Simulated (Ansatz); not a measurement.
CH$_{4}$OSSi, SMILES `SC1O[SiH2]1`. Total charge 0; spin multiplicity 1. Geometry: relaxed with PBE0-D4/def2-TZVP. It is one conformer, not always the lowest.

```xyz
8

S     1.775   -0.171    0.822
C     0.283   -0.516   -0.063
O    -0.080    0.408   -1.149
Si   -1.161    0.566    0.101
H     2.642   -0.605   -0.113
H     0.176   -1.553   -0.371
H    -2.533    0.068   -0.131
H    -1.102    1.803    0.905
```

Q: What is the dipole moment at r2SCAN/def2-TZVPP? (Best estimate.)

A: Computed: 1.54 D, with components (-1.41, -0.52, 0.37) D in this frame, pointing from negative to positive charge.

Q: And with PBE, B3LYP, ωB97M-V? (Estimate.)

A: Computed: PBE 1.45 D, B3LYP 1.65 D, ωB97M-V 1.67 D.

Q: Give the Mulliken charges with r2SCAN, B3LYP, PBE in def2-TZVPP. (Estimate.)

A: Computed: 
```
atom  r2SCAN  B3LYP    PBE
  S1   -0.15  -0.14  -0.16
  C2   -0.01  -0.02  -0.02
  O3   -0.38  -0.39  -0.31
 Si4    0.49   0.45   0.38
  H5    0.09   0.09   0.10
  H6    0.09   0.12   0.11
  H7   -0.07  -0.06  -0.05
  H8   -0.06  -0.05  -0.05
```

B3LYP here is the variant with VWN-RPA as its local correlation; programs differ in this.
